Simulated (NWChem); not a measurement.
CdHSCl; SMILES [SH][Cd][Cl]

```xyz
4

Cd     0.0121    -0.0112     0.0000
Cl     0.0013    -2.2987     0.0000
S      0.0438     2.3248     0.0000
H     -1.3055     2.4194     0.0000
```
Atoms are numbered in this order, from 1.

Program: NWChem. The geometry was optimised at PBE0/def2-SVP. def2 effective core potentials on Cd; no spin-orbit coupling. Ions are spin-unrestricted doublets at the neutral geometry; other ion states weren't tried. Functional: LC-ωPBE (HJS hole) with def2-SVP; rows give the range parameter ω in 1/bohr.

For range parameter (1/bohr) 0.40:

- vertical ionisation energy, ΔSCF (eV) = 9.88
- −ε(HOMO) (eV) = 10.15

Problem. What are these values for range parameter (1/bohr) 0.05?

Solution. 
| Item | Value |
|---|---|
| vertical ionisation energy, ΔSCF (eV) | 9.41 |
| −ε(HOMO) (eV) | 6.94 |
